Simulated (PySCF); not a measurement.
Calculated NMR parameters of C[S@@](=O)c1cncn1[SiH3]

```
Formula                               : C4H8N2OSSi
SMILES                                : C[S@@](=O)c1cncn1[SiH3]
Point group of the computed structure : C1
Degrees of unsaturation               : 3
Carbon signals                        : 4
Proton signals                        : 4
```

Bonds (- single, = double, # triple, : aromatic): C1-S2, S2=O3, S2-C4, C4:C5, C5:N6, N6:C7, C7:N8, N8-Si9, N8:C4. C1 carries H10, H11, H12; C5 carries H13; C7 carries H14; Si9 carries H15, H16, H17. Stereochemistry as in C[S@@](=O)c1cncn1[SiH3].

Computational details: shielding tensors at KT3/pcSseg-1 (GIAO), geometry: PBE0-D3(BJ)/def2-SVP, in PySCF (one averaged value for each set of equivalent atoms, non-relativistic Hamiltonian, no solvent model, one computed conformer).

δ = σ(ref) − σ, references computed at the same level: 1H (σref 31.32) and 13C (σref 182.31) and 29Si (σref 365.51) vs TMS; 15N (σref 262.01) vs NH3; 17O (σref 329.03) against H2O; CS2 for 33S (σref 516.28).

```tsv
carbon	δC, type	δH (multiplicity)	HMBC from (2–3 bonds)	span of the C tensor (ppm)
C1	43.5, CH3	2.47 (s)	–	69
C4	122.2, C	–	H14, H13, H15/H16/H17, H10/H11/H12	101
C5	122.3, CH	7.03 (m)	H14	140
C7	136.9, CH	7.43 (m)	H13, H15/H16/H17	131
```

Other nuclei:
| atoms | nucleus | environment | δ (ppm) | σ (ppm) |
| --- | --- | --- | --- | --- |
| H15/H16/H17 | 1H | hydrogen on a silicon bonded to N | 5.12 | 26.20 |
| Si9 | 29Si | silicon bonded to N, 3 H | -76.8 | 442.3 |
| N6 | 15N | pyridine-type nitrogen of an azole | 297.2 | -35.2 |
| N8 | 15N | pyrrole-type ring nitrogen | 185.0 | 77.1 |
| O3 | 17O | S=O oxygen | 71.5 | 257.5 |
| S2 | 33S | sulfoxide sulfur | 285 | 231.0 |

- Carbon types of the structure: 1 × C, 2 × CH, 1 × CH3, leaving 3 H on heteroatoms.
- δC 136.9: aromatic CH between two ring heteroatoms.
- δC 122.3: aromatic CH next to a ring nitrogen.
- δC 122.2: aromatic carbon bearing sulfur.
- δH 7.43: hydrogen on an aromatic CH between two ring heteroatoms; the ring current deshields protons in the ring plane.
- δH 7.03: hydrogen on an aromatic CH next to a ring nitrogen; aromatic region.

Shifts are as computed, not scaled to solution data. Of 1211 compounds with measured shifts, 218 miss one by over three times the rms of a fit or turn the order of signals round; such compounds aren't used in these exercises. Experimental scales use liquid or dissolved standards, which lie at an offset from isolated NH3 (liquid NH3: subtract about 20 ppm) and H2O (liquid H2O: subtract about 36 ppm). Unscaled 15N shifts of sp2 nitrogen come out 20 to 40 ppm too high even then. Multiplicities follow the n + 1 count of equivalent neighbours, as no J values were calculated; m marks all less simple cases, F and P coupling included.
